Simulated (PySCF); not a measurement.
CH$_{4}$AlFS (SMILES C[S][AlH][F]), singlet, geometry from GFN2-xTB (such geometries of metal compounds can be far from the true shape).

Input for PySCF:
```python
from pyscf import gto, scf, mcscf
import numpy

mol = gto.Mole()
mol.atom = '''
    Al    0.456183    0.084068    0.878073
    F    -0.073307    0.181246    2.431286
    H     1.962646    0.127285    0.681673
    S    -0.818375   -0.099130   -0.892552
    C     0.566961   -0.137658   -2.106960
    H     1.142128    0.782335   -2.052599
    H     0.106295   -0.229448   -3.084751
    H     1.210552   -0.992254   -1.918245
'''
mol.basis = 'sto-3g'
mol.charge = 0
mol.spin = 0
mol.verbose = 3
mol.build()

mf = scf.RHF(mol)
mf.kernel()
mc = mcscf.CASSCF(mf, 4, 4)
mc.fix_spin_(ss=0.0)
mc = mc.state_average_([0.5, 0.5])
mc.kernel()
```

What does this run give for the number of basis functions, SCF-reference dipole moment, nuclear repulsion energy, SCF-reference HOMO-LUMO gap, SCF-reference Mulliken (on the basis functions themselves) charges in atom order, total energy of the lowest state?


- number of basis functions = 32
- SCF-reference dipole moment = 0.97 D
- nuclear repulsion energy = 197.4690 Eh
- SCF-reference HOMO-LUMO gap = 15.50 eV
- SCF-reference Mulliken (on the basis functions themselves) charges in atom order = Al1 0.89, F2 -0.37, H3 -0.27, S4 -0.15, C5 -0.27, H6 0.05, H7 0.07, H8 0.05
- total energy of the lowest state = -770.0506 Eh
